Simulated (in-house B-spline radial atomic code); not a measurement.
Whole-atom quantities along the 3-electron series, configuration [He] 2s1. Computed with an all-electron radial atomic-structure program (B-spline basis): non-relativistic Hartree-Fock, average of the configuration, point nuclei.

This level leaves out relativity, spin-orbit splitting included, which matters for heavy ions.

```csv
ion,Z,E/Z² (Eh),Σ<r²> (bohr²),n(0)/Z³ (bohr⁻³),Lamb diamagnetic shielding (ppm),repulsion over attraction
Sr35+,38,-1.0983,0.035337,0.66155,1499.51,0.011886
Zr37+,40,?,?,?,?,?
Nb38+,41,?,?,?,?,?
Mo39+,42,-1.1008,0.028755,0.66295,1659.26,0.01076
Tc40+,43,-1.1014,0.027397,0.66326,1699.2,0.010512
Ru41+,44,-1.1019,0.026133,0.66356,1739.14,0.010274
Rh42+,45,-1.1024,0.024954,0.66384,1779.08,0.010047
Pd43+,46,-1.1029,0.023854,0.66411,1819.02,0.0098298
Ag44+,47,-1.1034,0.022825,0.66437,1858.95,0.0096218
Cd45+,48,-1.1038,0.021861,0.66462,1898.89,0.0094224
In46+,49,-1.1043,0.020957,0.66486,1938.83,0.009231
Sn47+,50,-1.1047,0.020107,0.66509,1978.77,0.0090473
Sb48+,51,-1.1051,0.019309,0.66531,2018.71,0.0088708
Te49+,52,-1.1055,0.018557,0.66552,2058.65,0.008701
I50+,53,?,?,?,?,?
Xe51+,54,-1.1062,0.017179,0.66592,2138.52,0.0083803
Cs52+,55,-1.1065,0.016547,0.66611,2178.46,0.0082286
Ba53+,56,-1.1068,0.015949,0.66629,2218.4,0.0080823
La54+,57,-1.1072,0.015383,0.66647,2258.34,0.0079411
Ce55+,58,-1.1075,0.014847,0.66664,2298.28,0.0078048
```

**Question.** Fill in the row of Zr37+.

**Answer.** E/Z² (Eh): -1.0997; Σ<r²> (bohr²): 0.031792; n(0)/Z³ (bohr⁻³): 0.66228; Lamb diamagnetic shielding (ppm): 1579.38; repulsion over attraction: 0.011295.

**Question.** Fill in the row of Nb38+.

**Answer.** E/Z² (Eh): -1.1003; Σ<r²> (bohr²): 0.030216; n(0)/Z³ (bohr⁻³): 0.66262; Lamb diamagnetic shielding (ppm): 1619.32; repulsion over attraction: 0.011021.

**Question.** Fill in the row of I50+.

**Answer.** E/Z² (Eh): -1.1058; Σ<r²> (bohr²): 0.017848; n(0)/Z³ (bohr⁻³): 0.66572; Lamb diamagnetic shielding (ppm): 2098.59; repulsion over attraction: 0.0085376.

**Question.** With what power of Z does the column «Σ<r²> (bohr²)» change over this range?

**Answer.** A fit of the logarithm of its size against log Z from Z = 38 to 58 has slope -2.05. Unscreened non-relativistic hydrogenic orbitals would give -2.
